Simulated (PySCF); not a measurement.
Al(F)(Cl)(vinyl) (C2H3AlClF), SMILES C=[CH][Al]([F])[Cl]. Geometry: PBE0-D3(BJ)/def2-SVP. The values are those of a single conformer.

These are PBE0-D3(BJ)/def2-SVP (PySCF) values and carry that method's errors.

Harmonic wavenumbers (cm⁻¹): 87, 104, 204, 227, 306, 476, 479, 700, 896, 993, 1019, 1055, 1263, 1418, 1662, 3129, 3163, 3225. Rotational constants (GHz): 3.393, 2.478, 1.432; symmetry number 1.

**Question.** Work out the zero-point energy and the ideal-gas rigid-rotor harmonic-oscillator thermochemistry at 298.15 K and 1 atm.

**Answer.** ZPE = ½ Σ hcν = ½ × 20407 cm⁻¹ = 29.17 kcal/mol. H − E(el) = 33.89 kcal/mol. Entropy in cal/(mol K): translation 39.96, rotation 27.68, vibration 14.68, total 82.32. G − E(el) = 9.35 kcal/mol. Cp = 22.46 cal/(mol K). Modes under 150 cm⁻¹ make the vibrational entropy uncertain.
